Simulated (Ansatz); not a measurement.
Relaxed structures of CH$_{4}$SeSi, closed shell (PBE0-D4/def2-TZVP; forces vanish, vibrations not checked; lower isomers may exist, and structures with a doubtful reference or unclear bonds are left out; Å). Ansatz 0.2.0; basis: def2-TZVPP; cores frozen in the correlated methods. Filled d shells of the heavier atoms are correlated. The def2 sets are not built for correlating such inner shells, so the correlated values are less sure here.

Question: Rank them by CCSD(T) energy, lowest first, and give each one's height above the lowest. Links in brackets join atoms within 1.22 times the sum of their covalent radii (1.1 for two metals). (Judge from chemistry; the value comes from the calculation.)
A.
CH₄SeSi ([CH3][Si][SeH])
```
7
angstrom
C -0.5918 0.5858 -0.6327
Si 0.4379 0.7316 0.9596
Se 1.3937 -1.3359 0.9854
H 0.0511 0.3753 -1.4937
H -1.1393 1.5110 -0.8276
H -1.3138 -0.2336 -0.5532
H 0.8051 -1.8997 -0.2430
```
B.
CH₄SeSi ([CH3][SiH][Se])
```
7
angstrom
C -0.4330 0.8980 -0.7799
Si -0.0287 0.0715 0.8301
Se 0.9888 -1.7166 1.1060
H -0.0621 0.3193 -1.6253
H -1.5169 1.0213 -0.8701
H -0.5511 0.8911 1.9570
H 0.0086 1.8994 -0.8021
```
C.
CH₄SeSi ([CH2]1[SiH][SeH]1)
```
7
angstrom
C -0.0944 0.3069 -0.6543
Si 1.2344 -0.8915 0.0353
Se -0.7126 0.0928 1.2196
H 0.1651 1.3505 -0.8127
H -0.9092 -0.0069 -1.3015
H -0.0273 1.2758 1.7633
H 0.3271 -2.1028 -0.1742
```
D.
CH₄SeSi ([CH2][SiH][SeH])
```
7
angstrom
C -0.5795 0.6806 -0.8545
Si -0.1071 0.1681 0.6907
Se 1.2759 -1.5349 1.1852
H -0.2448 0.2162 -1.7732
H -1.2563 1.5214 -0.9571
H -0.5643 0.8025 1.9439
H 1.4761 -1.8539 -0.2350
```

Answer: Computed: B (0.000 eV), A (0.837 eV), D (1.366 eV), C (2.013 eV). Heights count from the lowest.

T1 diagnostic: at most 0.014. The restricted Hartree–Fock reference is unstable towards an unrestricted one at one or more of these structures.

For scale, one of the runs: CCSD(T)/def2-TZVPP, 177 basis functions, launched by `ansatz run in.yaml --threads 2 --pin off --events-out ev --progress --plain --max-ram 4352MiB`. Hardware: 2 CPU threads of an Arm Neoverse V2, shared host. Wall time 55 s; peak host memory 1.6 GiB.
